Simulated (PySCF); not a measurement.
**Telling isomers of C6H11FO apart by NMR**

Gas phase, fast rotation and ring inversion assumed for equivalent nuclei, single conformer, no relativistic terms. Geometry from GFN2-xTB; shielding tensors at PBE0/pcSseg-1 (GIAO); PySCF 2.14.0 with density-fitted response routines.

Referencing at the same level of theory: 1H (σref 31.72) and 13C (σref 186.93) against TMS. Splittings of carbon signals by F and P are missing where no couplings were computed. Where no couplings were computed, multiplicities follow the n + 1 count of equivalent neighbours, and m marks all less simple cases (inequivalent or close neighbours, rings, F or P nearby). Shifts are as computed. Against solution values, carbons near 30 ppm lie about +3 ppm off and those near 130 ppm about +5 ppm. Of 1211 compounds with measured shifts, 218 miss one by over three times the rms of a fit or turn the order of signals round; such compounds aren't used in these exercises.

(1) Tabulate the signals of `CO[C@H]1C[C@@](C)(F)C1`, `COC/C(C)=C\CF` and their relative energies.

(2) What is the quickest way to tell CO[C@H]1C[C@@](C)(F)C1 from COC/C(C)=C\CF?

## Answers

(1) 
```tsv
SMILES	carbon types	δC	δH	E rel. (kcal/mol)
CO[C@H]1C[C@@](C)(F)C1	1×C 1×CH 2×CH2 2×CH3	88.3, 67.9, 57.8, 45.2, 28.9	3.38 (s, 3H), 3.26 (m, 1H), 2.52 (m, 2H), 2.36 (m, 2H), 1.35 (m, 3H)	0.0
COC/C(C)=C\CF	1×C 1×CH 2×CH2 2×CH3	156.0, 130.2, 81.0, 73.4, 58.4, 23.1	6.00 (m, 1H), 5.19 (m, 2H), 4.30 (s, 2H), 3.33 (s, 3H), 1.94 (s, 3H)	9.6
```

Energies are electronic energies at PBE0/pcSseg-1 on these geometries, without zero-point or thermal terms, each for the one conformer computed, which needn't be the lowest.

(2) Count the carbon signals: 5 against 6. The first has a fully substituted sp3 carbon bonded to F (C) at 88.3 ppm, the second a fully substituted alkene carbon (C) at 156.0 ppm. In the proton spectra the most deshielded non-exchanging signals are 3.38 (s, 3H) and 6.00 (m, 1H).
